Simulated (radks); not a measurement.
Task: These are the eigenvalues of the occupied orbitals of an atom or ion with whole-number occupations (eV). All-electron calculation, Dirac Kohn-Sham, PBEsol, spin-unpolarised, spherical densities, finite nucleus; Fermi nuclear charge, rms radius of each element as measured or else 0.836 A^(1/3) + 0.57 fm. Program: a radial shooting solver on a logarithmic mesh with Libxc functionals.

| orbital | eigenvalue |
|---|---|
| 1s1/2 | -13327.50 |
| 2s1/2 | -1755.099 |
| 2p1/2 | -1583.318 |
| 2p3/2 | -1535.866 |
| 3s1/2 | -261.4842 |
| 3p1/2 | -201.7632 |
| 3p3/2 | -194.9232 |
| 3d3/2 | -91.2365 |
| 3d5/2 | -90.1480 |
| 4s1/2 | -41.7534 |
| 4p1/2 | -28.5992 |
| 4p3/2 | -27.9473 |

Which element is it, and in what charge state? The configuration may be excited. Open shells, if any, fill j = l - 1/2 first.

Result: Z = 35, bromine, charge +2: Br2+ in [Ar] 3d10 4s2 4p3. The list shows which subshells hold electrons but not how many an open one holds; the 1s level, -489.78 hartree, gives Z - s = 31.3 by -(Z - s)^2/2, which with screening and relativity narrows Z to a few neighbours, and the depths of the outer levels then fix element, charge and occupations together.
